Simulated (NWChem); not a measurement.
# C$_{3}$H$_{7}$NSi; SMILES CN1C=C[SiH2]1

```xyz
12

C     -0.1931     2.0294     0.1549
N      0.0149     0.6790    -0.3360
C      1.2186    -0.0171    -0.0696
C      0.9499    -1.3345     0.1335
Si    -0.8337    -0.8717    -0.0022
H      0.6240     2.6800    -0.1837
H     -1.1244     2.4288    -0.2593
H     -0.2481     2.1044     1.2544
H      2.1734     0.5165    -0.0818
H      1.6471    -2.1544     0.2161
H     -1.6635    -0.8195     1.2342
H     -1.6943    -1.3716    -1.1102
```
Atoms are numbered in this order, from 1.

All runs: NWChem. Geometry: optimised at B3LYP/6-31G* (spherical d). B3LYP is NWChem's, with the RPA form of VWN correlation. Total energies of different functionals are on different scales.

| level | energy (Ha) | highest occupied level (eV) | orbital gap (eV) | dipole (D) |
|---|---|---|---|---|
| PBE/def2-TZVP | -462.4295 | -4.81 | 3.84 | 0.94 |
| B3LYP/def2-TZVP | -462.8331 | -5.71 | 5.45 | 0.88 |
| Hartree-Fock/def2-TZVP | -461.0927 | … | … | 0.89 |
| LDA (Slater exchange, VWN5)/def2-TZVP | -460.1038 | -4.96 | 3.77 | 0.98 |
| BLYP/def2-TZVP | -462.7248 | -4.66 | 3.82 | 0.89 |

Task: Complete the blanks.

Result: 
- Hartree-Fock/def2-TZVP, highest occupied level (eV): -8.46
- Hartree-Fock/def2-TZVP, orbital gap (eV): 11.44
